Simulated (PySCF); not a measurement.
# Working with the constants of CdC⁺

PBE constants of CdC⁺, ²Π (doublet), unpaired electrons π ↑ (basis Cd def2-SVPD with ECP28, C def2-SVPD; scalar-relativistic core potentials; PySCF 2.14; masses 113.9034 and 12.0000 u):

| Item | Value |
| --- | --- |
| ωe | 376.3 cm⁻¹ |
| ωexe | 2.86 cm⁻¹ |
| Be | 0.30234 cm⁻¹ |
| αe | 0.00317 cm⁻¹ |
| D (centrifugal) | 7.81e-07 cm⁻¹ |
| De to Cd⁺ + C | 1.76 eV |

(1) Give the vibrational terms G(v) and spacings up to v = 6.

(2) How well does the Morse estimate ωe²/(4ωexe) reproduce De, and what is D0?

Spin–orbit coupling is left out. For an ion De counts to the pair picked by the measured ionisation energies or electron affinities, which need not be the lowest pair at this level. The state was picked by a PBE0 search and need not be the measured ground state.

## Answers

(1) G(v) = ωe(v+½) − ωexe(v+½)².

| v | G(v) (cm⁻¹) | G(v) − G(v−1) | Bv (cm⁻¹) |
| --- | --- | --- | --- |
| 0 | 187 |  | 0.3008 |
| 1 | 558 | 371 | 0.2976 |
| 2 | 923 | 365 | 0.2944 |
| 3 | 1282 | 359 | 0.2912 |
| 4 | 1635 | 353 | 0.2881 |
| 5 | 1983 | 348 | 0.2849 |
| 6 | 2325 | 342 | 0.2817 |

(2) It gives 1.53 eV, 87 % of the computed De. D0 = De − G(0) = 1.76 − 0.02 = 1.74 eV.
